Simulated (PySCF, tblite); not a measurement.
Isomers of C8H7O (doublet state). Computed with GFN2-xTB (tblite): harmonic, unscaled wavenumbers at the GFN2-xTB geometry, gas phase. Errors from tens to a few hundred cm⁻¹ against measured bands are possible. One conformer each. Open shells enter through the occupations alone, without spin polarisation, and single modes of such species can be off by tens of per cent.

Electronic energies: B3LYP/pcH-1 single points on the GFN2-xTB geometries (PySCF, gas phase).

```json
{"SMILES": "[CH2]c1cccc(C=O)c1", "electronic energy, lowest = 0 (kJ/mol)": "0.0"}
{"SMILES": "[H]/[C]=C1/C=CC=C1C(C)=O", "electronic energy, lowest = 0 (kJ/mol)": "215.0"}
{"SMILES": "C#C/C(C=O)=C/[C]=C\\C", "electronic energy, lowest = 0 (kJ/mol)": "285.4"}
{"SMILES": "[H]/[C]=C1C(C=O)=CC/1=C\\C", "electronic energy, lowest = 0 (kJ/mol)": "362.4"}
{"SMILES": "C#CC1=C(C=O)C[CH]C1", "electronic energy, lowest = 0 (kJ/mol)": "255.5"}
```

**Question.** How do GFN2-xTB zero-point energies change the relative energies?

**Answer.** 
| SMILES | ZPE (kJ/mol) | of it from modes above 1550 cm⁻¹ | electronic (kJ/mol) | with ZPE, lowest = 0 (kJ/mol) | lowest mode (cm⁻¹) | rings |
| --- | --- | --- | --- | --- | --- | --- |
| [CH2]c1cccc(C=O)c1 | 314.8 | 147.6 | 0.0 | 0.0 | 88 | 1 |
| [H]/[C]=C1/C=CC=C1C(C)=O | 311.1 | 159.5 | 215.0 | 211.3 | 54 | 1 |
| C#CC1=C(C=O)C[CH]C1 | 304.9 | 157.2 | 255.5 | 245.7 | 108 | 1 |
| C#C/C(C=O)=C/[C]=C\C | 302.4 | 162.1 | 285.4 | 273.0 | 44 | 0 |
| [H]/[C]=C1C(C=O)=CC/1=C\C | 305.4 | 158.6 | 362.4 | 353.0 | 74 | 1 |

The zero-point energies span 12.4 kJ/mol, from `C#C/C(C=O)=C/[C]=C\C` to `[CH2]c1cccc(C=O)c1`. The order is unchanged.

**Question.** And how do the electronic energies of GFN2-xTB itself compare?

**Answer.** `[CH2]c1cccc(C=O)c1` 0.0; `[H]/[C]=C1/C=CC=C1C(C)=O` 190.8; `C#CC1=C(C=O)C[CH]C1` 212.2; `C#C/C(C=O)=C/[C]=C\C` 254.5; `[H]/[C]=C1C(C=O)=CC/1=C\C` 330.0 kJ/mol, lowest = 0. Against the energies above, taken from the same isomer `[CH2]c1cccc(C=O)c1`, the largest difference is 43.3 kJ/mol.

**Question.** What do entropy and thermal enthalpy add at 298.15 K and 1 bar (rigid rotor, harmonic oscillator, one conformer each)?

**Answer.** 
```csv
SMILES,point group,symmetry number,S (J/(mol K)),H − H(0) (kJ/mol),ZPE + H − H(0) − TS (kJ/mol)
[CH2]c1cccc(C=O)c1,Cs,1,370.9,23.50,227.7
C#CC1=C(C=O)C[CH]C1,Cs,1,394.1,26.64,214.0
C#C/C(C=O)=C/[C]=C\C,C1,1,428.1,30.22,205.0
[H]/[C]=C1C(C=O)=CC/1=C\C,Cs,1,408.0,27.98,211.7
```

S holds R ln(2S + 1) for the spin.

Not tabulated: `[H]/[C]=C1/C=CC=C1C(C)=O` (point group not settled).
